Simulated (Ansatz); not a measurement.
Species: BiF2, charge 0, doublet. BiF2 (SMILES [F][Bi][F], doublet).
B3LYP-D3(BJ)/def2-TZVP minimum from Ansatz (a program for electronic structure):
```xyz
3

Bi    -0.1218    -0.0876     0.1883
F     -0.3250     1.6223    -0.8748
F      1.4481    -0.8140    -0.8620
```
Charge 0, spin multiplicity 2.

Total energies in def2-SVP, 19 correlated electrons, 11 frozen orbitals. UHF or UKS for unpaired electrons; spin-orbit terms are left out. Cores are frozen in correlated methods (noble-gas shells, and filled d and f shells in the p block). Past Kr the def2 sets carry scalar-relativistic core potentials. Spin-orbit terms, left out, reach several kcal/mol for Br and I, and more for heavier atoms.

| method | program | energy (Eh) | minus CCSDT(Q) (mEh) |
|---|---|---|---|
| HF | Ansatz | -412.28770 | 463.99 |
| MP2 | Ansatz | -412.73477 | 16.91 |
| CCSD | Ansatz | -412.74104 | 10.65 |
| CCSD(T) | Ansatz | -412.74960 | 2.09 |
| CCSDT(Q) | Ansatz | -412.75168 | 0.00 |

Rough core times of Ansatz's runs on a shared machine: CCSD(T) under 20 s, CCSDT(Q) 4 min.
